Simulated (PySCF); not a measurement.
TPSSh on Ag³⁸⁺ (silver, charge +38)

Configuration: [He] 2s2 2p5, 2P determinant. All numbers are calculated (PySCF 2.14, the spin-free X2C one-electron Hamiltonian (Gaussian nucleus), in an uncontracted even-tempered set (19 s from 15 bohr⁻², ratio 2.2; 12 p from 19 bohr⁻², ratio 2.2; 6 d from 83 bohr⁻², ratio 2.4; 5 f from 120 bohr⁻², ratio 2.4; 4 g from 190 bohr⁻², ratio 2.4)).

```
Total energy                                                  : -3920.83 hartree
One-electron energy                                           : -4244.53 hartree
Hartree (Coulomb) energy                                      : 398.07 hartree
Exchange-correlation energy                                   : -74.36 hartree
⟨S²⟩                                                          : 0.7500
⟨L²⟩                                                          : 2.000
Sum of ⟨r⟩                                                    : 0.8902 bohr
Sum of ⟨r²⟩                                                   : 0.1210 bohr²
Traceless quadrupole moment −½Σ⟨3z² − r²⟩ along its main axis : 0.00622 e·bohr²
```

| shell | electrons | mean orbital energy (hartree) | spread (hartree) | rms radius, mean of both spins (bohr) |
| --- | --- | --- | --- | --- |
| 1s α | 1 | -1026.01966 | 0 | 0.0356 |
| 1s β | 1 | -1025.61236 | 0 | 0.0356 |
| 2s α | 1 | -223.55597 | 0 | 0.142 |
| 2s β | 1 | -222.84799 | 0 | 0.142 |
| 2p α | 3 | -210.92726 | 0.92122 | 0.125 |
| 2p β | 2 | -210.32304 | 0 | 0.125 |

Spin-orbit coupling, absent here, splits the open shell strongly.

Densities and radii are taken from the X2C orbitals without a picture-change correction, which distorts them close to the nucleus.
